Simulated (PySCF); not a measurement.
C2H11NSi2, SMILES C[SiH](C)N[SiH3].

Geometry: B3LYP-D3(BJ)/def2-SVP. The values are those of a single conformer.

These are ωB97X/def2-TZVP in PySCF values and carry that method's errors.

The molecule is in vacuum.

### Question
Estimate the frontier levels, gap, dipole moment and polarisability. (An estimate is asked for; the answer gives what the named calculation found.)

### Answer

| Item | Value |
|---|---|
| highest occupied level | -9.59 eV |
| lowest empty level | 2.33 eV |
| orbital gap | 11.92 eV |
| dipole moment | 0.90 D |
| quadrupole, principal values (traceless, Buckingham form, about the centre of nuclear charge) | -3.49, -1.50, 4.99 D·Å |
| mean static polarisability | 82.4 bohr³ (12.21 Å³) |
| polarisability, principal values | 74.6, 80.5, 92.1 bohr³ |
